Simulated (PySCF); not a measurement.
Compound: C₂H₃F₃OSi.
Structure used (PBE0-D3(BJ)/def2-SVP), in Å, numbered top down from 1:
```xyz
10
C2H3F3OSi angstrom
O      0.0390   -1.9118    0.2735
C     -0.0690   -0.7260    0.1165
Si     1.4662    0.3707   -0.3505
C     -1.4454   -0.0538    0.2934
F     -2.3852   -0.9118    0.6351
F     -1.3524    0.8884    1.2354
F     -1.7910    0.5409   -0.8512
H      2.4272    0.2369    0.7793
H      1.0871    1.7948   -0.5607
H      2.0326   -0.2227   -1.5929
```

The calculation used core-valence-separated Tamm–Dancoff BHandHLYP/aug-pcX-1 (pcseg-1 on H, def2-SVPD on Si) in PySCF, non-relativistic, gas phase, PBE0-D3(BJ)/def2-SVP geometry. BHandHLYP without relativity tends to put these K edges a few eV too low, so spacings mean more than positions.

The lowest roots of each edge with f over 0.003 (five at most, numbered afresh; weaker and dark ones are left out), with transition dipoles (au) in the frame of the coordinates:

```
root  edge  E (eV)       μx       μy       μz
   1     C  282.69   0.0201   0.0145   0.0989
   2     C  288.57  -0.0445  -0.0410   0.0153
   3     C  289.43  -0.0307   0.0123   0.0044
   4     C  290.16   0.0115   0.0085   0.0563
   5     C  290.30   0.0063   0.0051   0.0371
   6     O  527.97   0.0129   0.0093   0.0631
   7     O  535.34   0.0177   0.0164  -0.0056
   8     O  536.05   0.0158  -0.0039  -0.0027
   9     F  685.60  -0.0163   0.0188  -0.0130
  10     F  685.62   0.0095  -0.0212  -0.0126
  11     F  687.45  -0.0313  -0.0219   0.0107
  12     F  688.09   0.0064   0.0045   0.0147
  13     F  688.10  -0.0016  -0.0002   0.0139
```

Q: What are the oscillator strengths?

A: f = (2/3) ΔE |μ|², with ΔE in hartree (27.2114 eV):

| root | ΔE (Eh) | \|μ\|² (au) | f | core hole on |
| --- | --- | --- | --- | --- |
| 1 | 10.3886 | 0.010393 | 0.072 | C2 |
| 2 | 10.6049 | 0.003900 | 0.028 | C2 |
| 3 | 10.6364 | 0.001114 | 0.008 | C2 |
| 4 | 10.6631 | 0.003375 | 0.024 | C4 |
| 5 | 10.6682 | 0.001439 | 0.010 | C2 |
| 6 | 19.4024 | 0.004238 | 0.055 | O1 |
| 7 | 19.6735 | 0.000613 | 0.008 | O1 |
| 8 | 19.6993 | 0.000273 | 0.004 | O1 |
| 9 | 25.1953 | 0.000789 | 0.013 | F6/F7 |
| 10 | 25.1961 | 0.000699 | 0.012 | F6/F7 |
| 11 | 25.2634 | 0.001572 | 0.026 | F5 |
| 12 | 25.2867 | 0.000276 | 0.005 | F6/F7 |
| 13 | 25.2871 | 0.000195 | 0.003 | F6/F7 |

Q: Molecules are fixed in this frame and the field points along (1, 0, −1)/√2. What effective strengths 3 f cos²θ do the roots have (θ between field and μ)?

A: root 1 (C2): 0.065, root 2 (C2): 0.038, root 3 (C2): 0.013, root 4 (C4): 0.021, root 5 (C2): 0.010, root 6 (O1): 0.049, root 7 (O1): 0.011, root 8 (O1): 0.007, root 9 (F6/F7): 0.000, root 10 (F6/F7): 0.012, root 11 (F5): 0.045, root 12 (F6/F7): 0.002, root 13 (F6/F7): 0.006. Root 1 is the strongest. Averaged over all orientations cos²θ is 1/3, which gives f back.

